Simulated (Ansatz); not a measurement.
**Two structures, one formula**

The two ends of one reaction step of SiH6Cl2O2, singlet (PBE0-D4/def2-TZVP).

A:

```xyz
11
angstrom
Si -0.1767 1.5888 -0.0722
Cl -0.3179 -1.2436 -2.3249
H 0.5157 1.8947 -1.3373
H -1.5237 1.0171 -0.2207
Cl -0.3191 3.3603 0.9581
H 0.2954 -1.3126 0.8062
O 0.6694 0.5016 0.8442
H -0.1564 -1.8052 -1.1351
O 0.1037 -2.2059 0.4715
H 1.5777 0.7245 1.0608
H -0.6679 -2.5196 0.9493
```

B:

Si1  (-0.323, 1.311, -0.518)
Cl2  (-0.949, -0.537, -1.684)
H3  (0.714, 1.600, -1.517)
H4  (-1.707, 1.796, -0.534)
Cl5  (0.379, 2.885, 0.866)
H6  (0.338, -0.824, 0.678)
O7  (0.116, 0.193, 0.805)
H8  (0.156, -2.057, -0.599)
O9  (0.585, -2.179, 0.276)
H10  (0.607, 0.673, 1.491)
H11  (0.084, -2.860, 0.736)
(Å)

Computed with Ansatz 0.2.0 (basis: def2-TZVPP); correlated methods freeze the cores. B3LYP uses VWN-RPA correlation.

Problem. Which structure is lower at CCSD(T), and by how much? (Judge from chemistry; the value comes from the calculation.)

Solution. By the calculation: A, by 41.2 kJ/mol (electronic energy, against the other). By their contacts, A is a complex of SiH₃ClO ([OH][SiH2][Cl]) + HCl + H₂O and B is a complex of SiH₄Cl₂O ([OH2][SiH2]([Cl])[Cl]) + H₂O.

Problem. Do the other methods give the same order? (A judgement: the text doesn't fix the answer.)

Solution. Computed: Not all: SPW92 gives the other order.

```tsv
method	E(B) − E(A) (kJ/mol)
SPW92	-13.2
PBE-D4	21.1
BLYP-D4	39.2
r2SCAN-D4	24.7
B97M-V	36.7
PBE0-D4	22.4
B3LYP-D4	38.5
r2SCAN0-D4	24.4
BHLYP-D4	40.7
CAM-B3LYP-D4	36.5
wB97X-V	33.5
wB97M-V	28.3
B2PLYP	41.6
PBE-QIDH	26.8
RPA on PBE	47.8
HF	72.2
MP2	35.5
CCSD	46.6
CCSD(T)	41.2
```

The T1 diagnostic stays at or below 0.010.

Labels in which every atom is bracketed show which atoms are joined, not bond orders.

For scale, one of the runs: CCSD(T)/def2-TZVPP, 272 basis functions, launched by `ansatz run in.yaml --threads 8 --pin off --events-out ev --progress --plain --max-ram 19148MiB`. Time: 2.7 min of wall clock on 8 CPU threads of an Intel Xeon; the host was shared. Peak host memory: 7 GiB.
